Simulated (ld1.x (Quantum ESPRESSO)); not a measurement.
What one change does to a pseudopotential (zinc, TM semilocal)

| Item | Value |
| --- | --- |
| Element | Zn (Z = 30) |
| Generator | ld1.x (Quantum ESPRESSO) 7.5 |
| Type | norm-conserving Troullier–Martins (semilocal form) |
| Functional | PBE |
| Relativity | scalar-relativistic |
| Frozen core | [Ne] 3s2 |
| Valence charge | 18 |
| Reference configuration | 3p6 3d10 4s2 4p0 |
| Partial waves | 4s (bound): rc 2.30 bohr; 3d (bound): rc 1.30 bohr; 3p (bound): rc 0.75 bohr |
| Local potential | the p channel |
| Core correction | Bessel-smoothed model core, default radius (core density twice the valence density) |

All-electron outer shells of the reference configuration (PBE, scalar-relativistic, ld1.x):

```tsv
shell	level (eV)	outermost node (bohr)	outermost maximum (bohr)
2p	-1004.03	–	0.15
3s	-129.23	0.28	0.59
3p	-83.40	0.25	0.59
3d	-10.14	–	0.57
4s	-5.98	0.85	2.09
4p	-1.12	0.92	3.08
```

Change: reference 3p6 3d10 4s0 4p0.

Cutoffs: the cutoffs (Ry, on a coarse ladder) from which the occupation-weighted sum of valence levels, in a spherical-Bessel basis at the reference potential, stays within 10 and 1 mRy of its value at 400 Ry; they do not see the model core or the augmentation charge, which bear on the density cutoff. Errors are all-electron minus pseudo energies relative to the spin-unpolarised reference configuration.

Task: What does the change do?

Result: The range in which the s phases agree narrows (upper end 2.4 → 1.1); the range in which the d phases agree narrows (upper end 1.2 → -0.2); neither file shows a bound ghost. A semilocal file is local in each channel, so a ghost entry of none says nothing of the separable form that plane-wave codes build from it.

| quantity | base | changed |
| --- | --- | --- |
| cutoff, loose | 200 Ry | 200 Ry |
| cutoff, tight | over 300 Ry | over 300 Ry |
| bound ghosts | none | none |
| largest error over its own tests, meV | -267 | -293 |
| s: phases at 2.50 bohr within 0.05 rad from the reference energy up to (Ry; the scan ends near 5) | 2.4 | 1.1 |
| p: phases at 2.50 bohr within 0.05 rad from the reference energy up to (Ry; the scan ends near 5) | n/a | n/a |
| d: phases at 2.50 bohr within 0.05 rad from the reference energy up to (Ry; the scan ends near 5) | 1.2 | -0.2 |
